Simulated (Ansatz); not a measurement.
Species: CH$_{2}$I, net charge 0, doublet state. It need not be the lowest isomer of its formula. 
Coordinates optimised at B3LYP-D3(BJ)/def2-TZVP (Ansatz, a quantum-chemistry and plane-wave program):
```
C
H 1 1.0769
H 1 1.0769 2 123.40
I 1 2.0455 2 118.30 3 -180.00
```
Charge 0, spin multiplicity 2.

Parts of the frozen-core correlation energy in def2-SVP (Ansatz, hartree). Frozen orbitals: 10; correlated occupied orbitals by spin: 7 and 6; virtual: 33 and 34. Open shells are spin-unrestricted. Spin-orbit coupling is left out. Past Kr the def2 sets carry scalar-relativistic core potentials.

```json
[
 {"term": "reference (HF)", "value": "-335.59847"},
 {"term": "MP2 opposite-spin", "value": "-0.16297"},
 {"term": "MP2 same-spin", "value": "-0.05239"},
 {"term": "CCSD correlation", "value": "-0.24309"},
 {"term": "(T)", "value": "-0.00618"},
 {"term": "CCSDT minus CCSD(T)", "value": "-0.00075"},
 {"term": "T1 diagnostic", "value": "0.019"},
 {"term": "largest doubles amplitude", "value": "0.063"},
 {"term": "<S^2> of the reference", "value": "0.772"}
]
```
